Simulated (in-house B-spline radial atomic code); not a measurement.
Values are calculated unless marked as measured or tabulated.
**Building a PAW d channel for Co, r_c = 1.49 bohr**

Co, [Ar] 3d7 4s2, non-relativistic LDA (VWN5), spherical and spin-unpolarised, from a B-spline radial code for spherical atoms (atomic units; all potentials screened as in the neutral atom).

Two all-electron partial waves φ1, φ2 are integrated outwards at E1 = ε(3d) = -0.322368 and E2 = E1 + 1 hartree; φ1 is the bound orbital and φ2 has unit norm inside r_c = 1.4883 bohr. Smooth partners are polynomials, r^3(a0 + a1 r² + a2 r⁴ + a3 r⁶), matched to φ and three derivatives at r_c, with no condition on the norm. The local potential is -10.7106 + (11.69) r² + (-5.38412) r⁴ + (0.917188) r⁶ inside 1.2185 bohr and the all-electron one outside.

```tsv
wave	φ(r_c)	φ'(r_c)	a0	a1	a2	a3
1	0.5717179	-0.477195	1.771167	-1.587328	0.5312615	-0.06333681
2	0.453947	2.33404	-1.89674	2.142194	-0.7555307	0.0916796
```

Inside r_c the overlaps are <φi φj> = [[0.80679, -0.77552], [-0.77552, 1.00000]] and, for the smooth waves, [[0.31524, -0.10757], [-0.10757, 0.10537]]. With χj = (Ej − T − V_local) applied to smooth wave j, the program's quadrature gives the matrix B_ij = <smooth i, χj> as [[-0.50076, 0.87937], [0.21142, -0.41492]].

Task: Check the match of the first wave, and find the augmentation charges q_ij.

Result: At r_c the four terms are 5.83890, -11.59095, 8.59294, -2.26919, which sum to 0.5717, φ1(r_c) to rounding. q_ij is the all-electron overlap less the smooth one: [[0.49156, -0.66795], [-0.66795, 0.89463]]. The smooth first wave has a norm of 0.3152 inside r_c against 0.8068, and q11 > 0 puts back the missing charge.

Task: B isn't symmetric. Show that D_ij = B_ij + Ej q_ij is.

Result: Integrating by parts gives B12 − B21 = (E1 − E2) q12: 0.87937 − (0.21142) = 0.66795, and −1 × (-0.66795) = 0.66795. So D12 = 0.87937 + (0.677632)(-0.66795) = 0.42675 and D21 = 0.21142 + (-0.322368)(-0.66795) = 0.42675; D11 = -0.65923, D22 = 0.19131. The projectors, p = (B⁻¹)ᵀ χ, are dual to the smooth waves; det B = 0.022.

Solving (T + V_local + Σ p D p) ψ = E (1 + Σ p q p) ψ in a sphere of 9 bohr gives these levels:

```csv
all-electron,one projector,two projectors
-0.322367,-0.322366,-0.322366
0.111398,0.113221,0.111400
0.369507,0.379749,0.369511
0.768756,0.800540,0.768758
1.301500,1.373850,1.301630
```

Task: What does the second projector gain?

Result: With one projector the errors are 0.00, +1.82, +10.24, +31.78, +72.35 millihartree. With two the errors are 0.00, 0.00, 0.00, 0.00, +0.13 millihartree. The scattering is exact at E1 and at E2 = 0.678, and over all levels compared the largest error is 0.13 millihartree. The lowest eigenvalue of the overlap operator is 1 with one and 0.9344 with two projectors. The smooth orbital alone needs a cutoff of 28.6 hartree for 1 millihartree of kinetic energy, against 54.1 for a norm-conserving Troullier-Martins orbital of the same radius; part of the gain comes from giving up the norm, part from the simpler form.
